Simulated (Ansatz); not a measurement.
A nudged elastic band was laid between two geometries of Cl2Zn + F (4 atoms, charge 0, multiplicity 2).

Method: UHF/def2-SVP (Ansatz 0.2.0).

```yaml
movable_images: 5
climbing_image: yes
spring: 5.0 eV/Å²
optimiser: quadratic models (default)
start_path: through a guess of the saddle point
force_threshold: 0.05 eV/Å
iteration_limit: 60
end_points: relaxed
```

Image 0:

```xyz
4
Properties=species:S:1:pos:R:3
Zn 0.000 0.000 -0.234
Cl 0.000 0.000 1.897
Cl 0.000 0.000 -2.364
F 0.000 0.000 5.240
```

Image 6:

```xyz
4
Properties=species:S:1:pos:R:3
Zn 0.000 0.000 -0.610
Cl 0.000 -0.001 3.163
Cl 0.000 0.000 -2.792
F 0.000 0.000 4.779
```

(1) Which bonds break or form, and what moves?

(2) What energy profile does the band end with?

(3) What is the geometry of the highest image?

Answers

(1) Bonds broken: Zn1–Cl2. Bonds formed: Cl2–F4. Cl2Zn + F becomes ClF + ClZn.

(2) The forces met the threshold. The highest image is number 5 of 0 to 6, 315.6 kJ/mol above the first end and 0.3 kJ/mol above the last; the last end lies 315.3 kJ/mol above the first. Neighbouring images differ by up to 1.5 eV, so the band resolves the path poorly. The top lies less than 8 meV above the higher end, about what the thresholds resolve: that end is a shoulder or a very shallow well. A vibrational analysis at the climbing image gives one clearly imaginary mode, 45i cm⁻¹: a first-order saddle point.

| image | path coordinate (Å) | energy (kJ/mol) | Zn1–Cl2 (Å) | Cl2–F4 (Å) |
| --- | --- | --- | --- | --- |
| 0 | 0.00 | 0.0 | 2.13 | 3.34 |
| 1 | 0.29 | 1.0 | 2.13 | 3.02 |
| 2 | 0.57 | 13.6 | 2.21 | 2.64 |
| 3 | 0.86 | 105.5 | 2.52 | 2.32 |
| 4 | 1.14 | 251.9 | 2.86 | 2.00 |
| 5 | 1.43 | 315.6 | 3.18 | 1.64 |
| 6 | 2.02 | 315.3 | 3.77 | 1.62 |

(3) 
```xyz
4
Properties=species:S:1:pos:R:3
Zn 0.000 0.000 -0.319
Cl -0.001 -0.001 2.857
Cl 0.000 0.000 -2.492
F 0.001 0.001 4.494
```

The run took 100 s on 2 threads of Arm Neoverse V2, with other jobs on the host, peak memory 0.25 GiB.
